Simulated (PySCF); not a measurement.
C3H4FNOSi.
Numbering: `[CH2:1]=[CH:2][O:3][Si@@H:4]([F:5])[C:6]#[N:7]` (hydrogens: H8, H9 on C1; H10 on C2; H11 on Si4)

Method used: PySCF 2.14.0, PBE0-D3(BJ)/def2-SVP geometry optimisation, gas phase.

Problem. List the bond lengths, angles and torsions at this level.

Solution. 
```json
{"bond": "C1=C2", "length (Å)": "1.332"}
{"bond": "C2–O3", "length (Å)": "1.357"}
{"bond": "O3–Si4", "length (Å)": "1.643"}
{"bond": "Si4–F5", "length (Å)": "1.604"}
{"bond": "Si4–C6", "length (Å)": "1.852"}
{"bond": "C6≡N7", "length (Å)": "1.159"}
{"bond": "C1–H8", "length (Å)": "1.090"}
{"bond": "C1–H9", "length (Å)": "1.094"}
{"bond": "C2–H10", "length (Å)": "1.094"}
{"bond": "Si4–H11", "length (Å)": "1.475"}
```

A selection of angles:
```json
{"angle": "C2–C1–H8", "degrees": "119.2"}
{"angle": "C2–C1–H9", "degrees": "123.1"}
{"angle": "H8–C1–H9", "degrees": "117.7"}
{"angle": "C1–C2–O3", "degrees": "126.3"}
{"angle": "C1–C2–H10", "degrees": "122.4"}
{"angle": "O3–C2–H10", "degrees": "111.3"}
{"angle": "C2–O3–Si4", "degrees": "131.7"}
{"angle": "O3–Si4–F5", "degrees": "106.3"}
{"angle": "O3–Si4–C6", "degrees": "109.4"}
{"angle": "O3–Si4–H11", "degrees": "113.6"}
{"angle": "F5–Si4–C6", "degrees": "107.0"}
{"angle": "F5–Si4–H11", "degrees": "110.1"}
{"angle": "C6–Si4–H11", "degrees": "110.1"}
{"angle": "Si4–C6–N7", "degrees": "178.3"}
```

Dihedral angles: C1–C2–O3–Si4 2° (synperiplanar); C2–O3–Si4–F5 -177° (antiperiplanar).

Si4 (fluorine-bound silicon) is distorted tetrahedral (angles from 106.3° to 113.6°). Of the pairs four or more bonds apart, Si4···H9 is among the closest relative to their van der Waals radii: 2.99 Å, 90 % of the sum of Bondi's values.

Point group: C1 (no symmetry element, even within 0.4 Å). No PBE0-D3(BJ)/def2-SVP frequencies stand behind this structure, so it isn't proved a minimum. One conformer, not necessarily the lowest.
